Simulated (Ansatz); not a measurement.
A structure relaxed at PBE0-D4/def2-TZVP, charge 0, multiplicity 1:

| atom | x (Å) | y (Å) | z (Å) |
| --- | --- | --- | --- |
| C1 | -0.4174 | -1.5088 | 0.5748 |
| Si2 | 0.4862 | -0.0491 | -0.1015 |
| C3 | -0.1266 | 1.5966 | 0.4647 |
| F4 | 2.0429 | -0.1833 | 0.2267 |
| C5 | 0.3665 | -0.1038 | -1.9573 |
| N6 | 0.2408 | -0.1327 | -3.1018 |
| H7 | -0.3580 | -1.5260 | 1.6659 |
| H8 | 0.0065 | -2.4391 | 0.1913 |
| H9 | -1.4718 | -1.4718 | 0.2896 |
| H10 | 0.4594 | 2.4030 | 0.0189 |
| H11 | -0.0570 | 1.6795 | 1.5521 |
| H12 | -1.1716 | 1.7355 | 0.1767 |

Q: Give its formula and SMILES.

A: C3H6FNSi, `C[Si](C)(F)C#N`.

Q: Point group (tolerance 0.08 Å, 0.16 Å for H)?

A: Cs.

Q: Summarise the bond lengths by kind.

A: 3 × C–Si 1.845 to 1.860 Å; 6 × C–H 1.092 to 1.093 Å; 1 × F–Si 1.597 Å; 1 × C–N 1.152 Å.

Results of the Gaussian-basis code of Ansatz.
